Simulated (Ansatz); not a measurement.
CH4B2ClF, SMILES `CB(F)BCl`. The species carries charge 0 and has multiplicity 1.

| atom | x (Å) | y (Å) | z (Å) |
| --- | --- | --- | --- |
| C1 | 0.8033 | -0.1673 | -1.0170 |
| B2 | -0.5468 | 0.0548 | -0.2666 |
| F3 | -1.6829 | -0.0647 | -0.9598 |
| B4 | -0.6636 | 0.3957 | 1.3937 |
| Cl5 | -0.6121 | -0.9329 | 2.5286 |
| H6 | 1.5929 | 0.5103 | -0.6817 |
| H7 | 1.1561 | -1.1790 | -0.7746 |
| H8 | 0.7018 | -0.1016 | -2.1027 |
| H9 | -0.7485 | 1.4846 | 1.8802 |

Q: List the harmonic frequencies (cm⁻¹, unscaled) at PBE0-D4/def2-TZVP in Ansatz. (An estimate is asked.)

A: Computed: 50, 61, 127, 209, 355, 462, 625, 758, 843, 848, 859, 1031, 1174, 1302, 1329, 1438, 1454, 2625, 3030, 3100, 3137.

Q: Is this a minimum?

A: Yes, all 21 modes are real.

Q: Give the ideal-gas thermochemistry at 298.15 K and 1 bar (rigid rotor, harmonic oscillator; point group C1, symmetry number 1).

A: Zero-point energy 148.4 kJ/mol; H(298) − E = 168.9 kJ/mol; entropy 352.0 J/(mol·K), of which translation 165.3, rotation 113.2, vibration 73.5; G(298) − E = 63.9 kJ/mol. Modes under 100 cm⁻¹ are hindered rotations or soft bends, so the harmonic entropy is rough.
